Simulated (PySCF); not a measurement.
HBN (SMILES B=[N]), doublet, at a GFN2-xTB geometry; PySCF with CASSCF(5,7)+NEVPT2/STO-3G.

Input for PySCF:
```python
from pyscf import gto, scf, mcscf, mrpt
import numpy

mol = gto.Mole()
mol.atom = '''
    B    -0.00000000   -0.00000000   -0.57858560
    N     0.00000000    0.00000000    0.65947354
    H    -0.00000000   -0.00000000   -1.72338677
'''
mol.basis = 'sto-3g'
mol.spin = 1
mol.verbose = 3
mol.build()

mf = scf.ROHF(mol)
mf.kernel()
mc = mcscf.CASSCF(mf, 7, 5)
mc.fix_spin_(ss=0.75)
mc.kernel()
occ = numpy.linalg.eigvalsh(mc.fcisolver.make_rdm1(mc.ci, mc.ncas, mc.nelecas))[::-1]
ss = mc.fcisolver.spin_square(mc.ci, mc.ncas, mc.nelecas)[0]
print('natural occupations', occ.round(4), ' <S^2>', round(ss, 4))
e2 = mrpt.NEVPT(mc).kernel()
print('E(NEVPT2) = %.10f' % (mc.e_tot + e2))
```

The log (banner, timings and long lists left out):

```
converged SCF energy = -78.5868263656579
CASSCF energy = -78.6651671069145
CASCI E = -78.6651671069145  E(CI) = -8.26094864713639  S^2 = 0.7500000
natural occupations [1.9820e+00 1.9249e+00 9.8020e-01 7.3000e-02 2.1600e-02 1.8100e-02
 2.0000e-04]  <S^2> 0.75
Sr    (-1)',   E = -0.00000000000000
Si    (+1)',   E = -0.00513572501781
Sijrs (0)  ,   E = 0.00000000000000
Sijr  (+1) ,   E = -0.00000000000000
Srsi  (-1) ,   E = -0.00000000000000
Srs   (-2) ,   E = 0.00000000000000
Sij   (+2) ,   E = -0.01130470569043
Sir   (0)' ,   E = -0.00000000000000
Nevpt2 Energy = -0.016440430708238
E(NEVPT2) = -78.6816075376
```
